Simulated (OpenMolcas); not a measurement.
An OpenMolcas run meant for C III (ANO-R1, X2C; inactive shells 1s; intended active space 2 electrons in 4 orbitals (2s 2p)). One step of its input:

```
&CASPT2
Multistate=3 1 2 3
Frozen=0 0
IPEA=-0.25
Imaginary=0.1
MaxIter=60
WThr=0.0 0.3 0.05
PrWF=0.5
NoMix
```

The run finished. Its levels beside those of a sound run (MS-CASPT2, IPEA 0.25 Eh, imaginary shift 0.1 Eh (closed shells correlated: 1s)), in cm⁻¹ above each run's lowest level:

```tsv
Level	This run	Usual run
2s² ¹S₀	0.0	0.0
2s 2p ³P°₀	52900	53007
2s 2p ³P°₁	52925	53032
2s 2p ³P°₂	52975	53082
2s 2p ¹P°₁	106491	107342
2p² ³P₀	139220	139420
2p² ³P₁	139244	139445
2p² ³P₂	139293	139494
2p² ¹D₂	149494	150628
2p² ¹S₀	188558	189334
```

Q: Which setting is unsound, and how much does it matter here?

A: The IPEA shift is negative. Against the sound run the excited levels shown move by 410 cm-1 on average and by 1100 cm-1 at most.

Only configurations of the active space appear.

° marks odd parity.
